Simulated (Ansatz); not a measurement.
Frontier orbitals of C$_{2}$H$_{6}$BFO, SMILES `BC(F)OC`.

```xyz
11

B     1.008    1.656    0.365
C     0.633    0.236   -0.226
F     1.642   -0.708   -0.036
O    -0.490   -0.106    0.494
C    -1.221   -1.203   -0.026
H     1.746    1.726    1.298
H     0.510    2.631   -0.109
H     0.428    0.213   -1.308
H    -1.536   -1.003   -1.057
H    -2.100   -1.327    0.603
H    -0.621   -2.116    0.001
```

Charge 0, multiplicity 1. The geometry is a stationary point of PBE0-D4/def2-TZVP. It is one conformer, not always the lowest. Basis def2-TZVPP, Ansatz 0.2.0.

Orbital energies of one run (eV). Highest occupied ones, from the top: -7.89, -8.08, -9.12, -9.48, -10.36, -11.09, -11.76, -12.25, -13.85, -13.97, -14.54, -17.42, -20.07, -29.01. Empty: -2.19, 1.54, 2.45, 2.55, 2.99, 3.06.

**Question.** Which functional gave them?
A. PBE
B. ωB97M-V
C. r2SCANh
D. r2SCAN0

**Answer.** C. HOMO energies: r2SCANh -7.89, r2SCAN0 -8.80, ωB97M-V -10.99, PBE -6.96 eV.
